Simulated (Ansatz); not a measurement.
C3H5Si (`[C]#C[SiH2]C`) radical. The species carries charge 0 and has multiplicity 2. All single points use the PBE0-D4/def2-TZVP geometry.

```xyz
9

C    -1.920   -0.600    2.244
C    -0.965   -0.255    1.581
Si    0.455    0.253    0.536
C     0.081   -0.095   -1.256
H     1.643   -0.508    0.999
H     0.686    1.701    0.770
H     0.925    0.205   -1.882
H    -0.103   -1.159   -1.412
H    -0.802    0.458   -1.580
```

Problem. What is the dipole moment at PBE/def2-TZVPP? (An estimate is asked.)

Solution. Ansatz gave: 1.51 D, with components (0.56, 0.10, -1.40) D in this frame, pointing from negative to positive charge.

Problem. And with r2SCAN, B3LYP, ωB97M-V? (An estimate is asked.)

Solution. The calculation gave: r2SCAN 1.38 D, B3LYP 1.37 D, ωB97M-V 1.31 D.

Problem. Give the Mulliken charges with PBE, B3LYP, r2SCAN in def2-TZVPP. (Best estimate.)

Solution. The calculation gave: 
| atom | PBE | B3LYP | r2SCAN |
| --- | --- | --- | --- |
| C1 | 0.00 | -0.03 | -0.01 |
| C2 | -0.17 | -0.18 | -0.21 |
| Si3 | 0.30 | 0.39 | 0.41 |
| C4 | -0.36 | -0.38 | -0.29 |
| H5 | -0.05 | -0.07 | -0.07 |
| H6 | -0.05 | -0.07 | -0.07 |
| H7 | 0.11 | 0.10 | 0.08 |
| H8 | 0.12 | 0.11 | 0.08 |
| H9 | 0.12 | 0.11 | 0.08 |

B3LYP here is the variant with VWN-RPA as its local correlation; programs differ in this.
